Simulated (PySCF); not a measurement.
C₄H₈OS, SMILES C[C@H]1O[C@H](C)S1.

Geometry optimised at B3LYP-D3(BJ)/def2-SVP. The structure was generated by enumeration; whether it is a known compound was not checked.

Two levels are set side by side: PBE/def2-TZVP (PySCF) and M06-2X/def2-TZVP (PySCF). Same geometry, gas phase. Differences are taken from unrounded values.

```json
[
 {"quantity": "orbital gap (eV)", "M06-2X": "8.31", "PBE": "3.88", "PBE minus M06-2X": "-4.43"},
 {"quantity": "highest occupied level (eV)", "M06-2X": "-7.79", "PBE": "-5.30", "PBE minus M06-2X": "2.49"},
 {"quantity": "lowest empty level (eV)", "M06-2X": "0.52", "PBE": "-1.41", "PBE minus M06-2X": "-1.94"},
 {"quantity": "dipole moment (D)", "M06-2X": "0.30", "PBE": "0.39", "PBE minus M06-2X": "0.09"},
 {"quantity": "mean polarisability (bohr³)", "M06-2X": "69.7", "PBE": "72.9", "PBE minus M06-2X": "3.2"}
]
```

Without exact exchange PBE keeps part of each electron's self-repulsion, which lifts occupied levels and narrows the gap. Loosely held outer electrons make PBE densities more polarisable. Differences between two approximate levels are no errors against the true value.

Rough cost on one machine, each run with all the roots and properties that it gave: M06-2X against PBE about 4 times.
